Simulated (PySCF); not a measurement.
C$_{5}$H$_{15}$SSi$_{2}$, doublet, at a GFN2-xTB geometry; DF-SVWN5/6-31G in PySCF.

PySCF was given this input:
```python
from pyscf import gto, scf, dft

mol = gto.Mole()
mol.atom = '''
    C     2.279829    1.452201   -1.189009
    Si    1.793042   -0.191608   -0.350237
    C     3.274161   -0.914850    0.602671
    S     0.236040    0.201386    1.131944
    Si   -1.599082   -0.088938    0.009507
    C    -1.603059    1.022197   -1.537536
    C    -1.702783   -1.916609   -0.513783
    C    -3.000736    0.386385    1.201947
    H     1.442999    1.907461   -1.709181
    H     2.626862    2.160134   -0.438264
    H     3.080989    1.303599   -1.906300
    H     3.014378   -1.846736    1.094561
    H     4.113107   -1.103910   -0.059810
    H     3.599216   -0.216051    1.370975
    H    -0.852895    0.701738   -2.254849
    H    -1.398749    2.057420   -1.281250
    H    -2.568758    0.990104   -2.031779
    H    -1.680000   -2.572013    0.351424
    H    -2.621809   -2.115207   -1.055733
    H    -0.869229   -2.189783   -1.155016
    H    -3.973729    0.234502    0.744557
    H    -2.960048   -0.210974    2.107740
    H    -2.928884    1.429227    1.496304
'''
mol.basis = '6-31g'
mol.charge = 0
mol.spin = 1
mol.verbose = 4
mol.build()

mf = dft.UKS(mol)
mf.xc = 'lda,vwn'
mf = mf.density_fit(auxbasis='def2-universal-jkfit')
mf.kernel()
mf.analyze()
```

Task: Predict the main parts of the log of this PySCF run.

Result: 
```
PySCF version 2.14.0

[INPUT] verbose = 4
[INPUT] num. atoms = 23
[INPUT] num. electrons = 89
[INPUT] charge = 0
[INPUT] spin (= nelec alpha-beta = 2S) = 1
[INPUT] symmetry False subgroup None
[INPUT] Mole.unit = angstrom
[INPUT] Symbol           X                Y                Z      unit          X                Y                Z       unit  Magmom
[...]
nuclear repulsion = 632.961499772524
number of shells = 76
number of NR pGTOs = 308
number of NR cGTOs = 114
basis = 6-31g
ecp = {}

******** <class 'pyscf.df.df_jk.DFUKS'> ********
method = DFUKS
initial guess = minao
damping factor = 0
level_shift factor = 0
DIIS = <class 'pyscf.scf.diis.CDIIS'>
diis_start_cycle = 1
diis_space = 8
diis_damp = 0
SCF conv_tol = 1e-09
SCF conv_tol_grad = None
SCF max_cycles = 50
direct_scf = False
number electrons alpha = 45  beta = 44
XC library pyscf.dft.libxc version 7.1.2
    S. Lehtola, C. Steigemann, M. J. T. Oliveira, and M. A. L. Marques,  SoftwareX 7, 1–5 (2018)
XC functionals = lda,vwn
    P. A. M. Dirac,  Math. Proc. Cambridge Philos. Soc. 26, 376 (1930)
    F. Bloch,  Z. Phys. 57, 545 (1929)
    S. H. Vosko, L. Wilk, and M. Nusair,  Can. J. Phys. 58, 1200 (1980)
radial grids:
    Treutler-Ahlrichs [JCP 102, 346 (1995); DOI:10.1063/1.469408] (M4) radial grids

becke partition: Becke, JCP 88, 2547 (1988); DOI:10.1063/1.454033
pruning grids: <function nwchem_prune>
grids dens level: 3
symmetrized grids: False
atomic radii adjust function: <function treutler_atomic_radii_adjust>
small_rho_cutoff = 0
Set gradient conv threshold to 3.16228e-05
tot grids = 274952
init E= -1171.13253833321

cycle= 1 E= -1170.77190861978  delta_E= 0.361  |g|= 0.685  |ddm|= 3.04
cycle= 2 E= -1170.38812936775  delta_E= 0.384  |g|= 1.03  |ddm|= 1.83
cycle= 3 E= -1171.02492644821  delta_E= -0.637  |g|= 0.081  |ddm|= 1.27
cycle= 4 E= -1171.02957898067  delta_E= -0.00465  |g|= 0.044  |ddm|= 0.24
cycle= 5 E= -1171.03086234622  delta_E= -0.00128  |g|= 0.0137  |ddm|= 0.0911
cycle= 6 E= -1171.03100900076  delta_E= -0.000147  |g|= 0.00187  |ddm|= 0.0291
cycle= 7 E= -1171.03101119844  delta_E= -2.2e-06  |g|= 0.000913  |ddm|= 0.00532
cycle= 8 E= -1171.03101165882  delta_E= -4.6e-07  |g|= 0.00029  |ddm|= 0.00145
cycle= 9 E= -1171.03101171159  delta_E= -5.28e-08  |g|= 6.75e-05  |ddm|= 0.000588
cycle= 10 E= -1171.03101171466  delta_E= -3.07e-09  |g|= 2.42e-05  |ddm|= 0.000148
cycle= 11 E= -1171.03101171505  delta_E= -3.82e-10  |g|= 1.03e-05  |ddm|= 5.45e-05
Extra cycle  E= -1171.03101171494  delta_E= 1.03e-10  |g|= 1.72e-05  |ddm|= 4.16e-05
converged SCF energy = -1171.03101171494  <S^2> = 0.75081266  2S+1 = 2.0008125
**** SCF Summaries ****
Total Energy =                       -1171.031011714942451
Nuclear Repulsion Energy =             632.961499772523894
One-electron Energy =                -2879.375906001921976
Two-electron Energy =                 1075.383394514455631
Two-electron Coulomb Energy =         1170.023001206080380
DFT Exchange-Correlation Energy =      -94.639606691624778
**** MO energy ****
                             alpha | beta                alpha | beta
[...]
To work with the spin densities directly, `use mulliken_meta_spin()` only printing them here.

 ** Mulliken spin pop alpha/beta on meta-lowdin orthogonal AOs **
 ** Mulliken Spin Density (per AO)  **
spin_pop of  0 C 1s       -0.00000
spin_pop of  0 C 2s        0.00584
spin_pop of  0 C 3s        0.00000
spin_pop of  0 C 2px       0.00562
spin_pop of  0 C 2py       0.02764
spin_pop of  0 C 2pz      -0.00038
spin_pop of  0 C 3px       0.00010
spin_pop of  0 C 3py       0.00013
spin_pop of  0 C 3pz      -0.00003
spin_pop of  1 Si 1s        0.00000
spin_pop of  1 Si 2s       -0.00001
spin_pop of  1 Si 3s        0.15717
spin_pop of  1 Si 4s        0.00636
spin_pop of  1 Si 2px      -0.00000
spin_pop of  1 Si 2py       0.00001
spin_pop of  1 Si 2pz       0.00001
spin_pop of  1 Si 3px       0.10013
spin_pop of  1 Si 3py       0.24919
spin_pop of  1 Si 3pz       0.26527
[...]
spin_pop of  6 C 3py       0.00013
spin_pop of  6 C 3pz       0.00003
spin_pop of  7 C 1s        0.00000
spin_pop of  7 C 2s       -0.00020
spin_pop of  7 C 3s       -0.00000
spin_pop of  7 C 2px      -0.00027
spin_pop of  7 C 2py      -0.00002
spin_pop of  7 C 2pz      -0.00020
spin_pop of  7 C 3px       0.00010
spin_pop of  7 C 3py       0.00000
spin_pop of  7 C 3pz      -0.00002
spin_pop of  8 H 1s       -0.00092
spin_pop of  8 H 2s        0.00007
spin_pop of  9 H 1s        0.02446
spin_pop of  9 H 2s        0.00116
spin_pop of  10 H 1s       -0.00165
spin_pop of  10 H 2s        0.00010
spin_pop of  11 H 1s       -0.00016
spin_pop of  11 H 2s        0.00005
spin_pop of  12 H 1s       -0.00089
spin_pop of  12 H 2s        0.00008
spin_pop of  13 H 1s        0.02428
spin_pop of  13 H 2s        0.00108
spin_pop of  14 H 1s        0.00042
spin_pop of  14 H 2s        0.00010
spin_pop of  15 H 1s        0.00020
spin_pop of  15 H 2s        0.00002
spin_pop of  16 H 1s       -0.00017
spin_pop of  16 H 2s       -0.00001
spin_pop of  17 H 1s        0.00004
spin_pop of  17 H 2s        0.00000
spin_pop of  18 H 1s       -0.00049
spin_pop of  18 H 2s       -0.00000
spin_pop of  19 H 1s        0.00068
spin_pop of  19 H 2s        0.00039
spin_pop of  20 H 1s       -0.00019
spin_pop of  20 H 2s        0.00001
spin_pop of  21 H 1s        0.00008
spin_pop of  21 H 2s        0.00002
spin_pop of  22 H 1s        0.00007
spin_pop of  22 H 2s        0.00006
 ** Mulliken Spin Density (per atom)  **
spin density of  0 C =      0.03892
spin density of  1 Si =      0.77829
spin density of  2 C =      0.01827
spin density of  3 S =      0.10517
spin density of  4 Si =      0.00401
spin density of  5 C =      0.00088
spin density of  6 C =      0.00617
spin density of  7 C =     -0.00059
spin density of  8 H =     -0.00085
spin density of  9 H =      0.02562
spin density of  10 H =     -0.00155
spin density of  11 H =     -0.00011
spin density of  12 H =     -0.00081
spin density of  13 H =      0.02536
spin density of  14 H =      0.00052
spin density of  15 H =      0.00022
spin density of  16 H =     -0.00018
spin density of  17 H =      0.00004
spin density of  18 H =     -0.00049
spin density of  19 H =      0.00107
spin density of  20 H =     -0.00019
spin density of  21 H =      0.00009
spin density of  22 H =      0.00013
 ** Mulliken pop alpha/beta on meta-lowdin orthogonal AOs **
 ** Mulliken pop       alpha | beta **
In total            45.00000 | 44.00000
 ** Mulliken atomic charges   ( Nelec_alpha | Nelec_beta ) **
charge of  0C =     -0.57190  (     3.30541      3.26649 )
charge of  1Si =      0.42858  (     7.17486      6.39657 )
charge of  2C =     -0.56941  (     3.29384      3.27557 )
charge of  3S =     -0.36702  (     8.23610      8.13093 )
charge of  4Si =      0.73234  (     6.63584      6.63183 )
charge of  5C =     -0.59364  (     3.29726      3.29638 )
charge of  6C =     -0.59141  (     3.29879      3.29262 )
charge of  7C =     -0.58475  (     3.29208      3.29267 )
charge of  8H =      0.14125  (     0.42895      0.42980 )
charge of  9H =      0.14393  (     0.44084      0.41523 )
charge of  10H =      0.14023  (     0.42911      0.43066 )
charge of  11H =      0.14783  (     0.42603      0.42614 )
charge of  12H =      0.14068  (     0.42926      0.43007 )
charge of  13H =      0.14377  (     0.44079      0.41544 )
charge of  14H =      0.13716  (     0.43168      0.43116 )
charge of  15H =      0.13979  (     0.43021      0.42999 )
charge of  16H =      0.13905  (     0.43039      0.43056 )
charge of  17H =      0.14199  (     0.42903      0.42898 )
charge of  18H =      0.13629  (     0.43161      0.43210 )
charge of  19H =      0.14036  (     0.43035      0.42928 )
charge of  20H =      0.13790  (     0.43096      0.43115 )
charge of  21H =      0.14398  (     0.42806      0.42796 )
charge of  22H =      0.14301  (     0.42856      0.42843 )
Dipole moment(X, Y, Z, Debye): -0.21926,  0.03446, -1.80237
```
